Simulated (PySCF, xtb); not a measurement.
HS2, SMILES S[S] (connectivity only; charge and spin as stated), charge -1, multiplicity 1.

GFN2-xTB (xtb) at its own geometry gives an orbital gap of 2.43 eV.

The structure is a stationary point at B3LYP-D3(BJ)/def2-TZVPD. The spin state was assumed, not searched. The isomer is the one that the SMILES or the coordinates give; other isomers of the formula were not compared.

Q: What does PySCF with B3LYP/def2-TZVPD give? (Estimate from the structure and the level; the computed values follow.)

A: gap 2.99 eV (levels 0.27 and 3.25 eV).
